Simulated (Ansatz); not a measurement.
C3H7NOSi (`C=C1O[SiH2]C1N`) at its PBE0-D4/def2-TZVP geometry, where that method's forces vanish. Total charge 0; spin multiplicity 1.

```
atom    x (Å)    y (Å)    z (Å)
  C1  -1.1581  -0.2875   1.5981
  C2  -0.7643   0.1202   0.4024
  O3  -1.5853   0.2489  -0.7054
 Si4  -0.2857   0.2289  -1.7864
  C5   0.6251   0.4495  -0.1445
  N6   1.7899  -0.2794   0.2667
  H7  -2.1889  -0.5527   1.7926
  H8  -0.4389  -0.3559   2.4036
  H9  -0.1242  -1.0832  -2.4656
 H10  -0.3548   1.3133  -2.7969
 H11   0.8047   1.5232  -0.0134
 H12   2.0544  -0.0478   1.2161
 H13   1.6261  -1.2775   0.2327
```

Q: For each bond, give half the difference of the two atoms' forces along it (eV/Å; positive pushes the atoms apart) under PBE-D4, r2SCAN-D4, B3LYP-D4, ωB97M-V in def2-TZVPP. (Estimate.)

A: Ansatz gave: 
```tsv
bond	length (Å)	PBE-D4	r2SCAN-D4	B3LYP-D4	ωB97M-V
C1–C2	1.323	0.29	0.12	-0.12	-0.18
C1–H7	1.082	0.00	-0.08	-0.07	-0.04
C1–H8	1.082	0.01	-0.06	-0.07	-0.03
C2–O3	1.385	0.37	0.27	0.31	0.27
C2–C5	1.529	-0.12	-0.03	0.09	0.08
O3–Si4	1.691	0.48	0.10	0.16	0.09
Si4–C5	1.891	0.11	0.01	0.11	-0.03
Si4–H9	1.486	0.00	-0.03	-0.14	-0.14
Si4–H10	1.484	-0.02	-0.04	-0.17	-0.15
C5–N6	1.434	0.02	0.14	0.22	0.30
C5–H11	1.096	0.10	-0.05	-0.17	-0.17
N6–H12	1.012	0.24	-0.01	-0.04	-0.08
N6–H13	1.012	0.25	0.01	-0.05	-0.08
```

B3LYP here is the variant with VWN-RPA as its local correlation; programs differ in this.
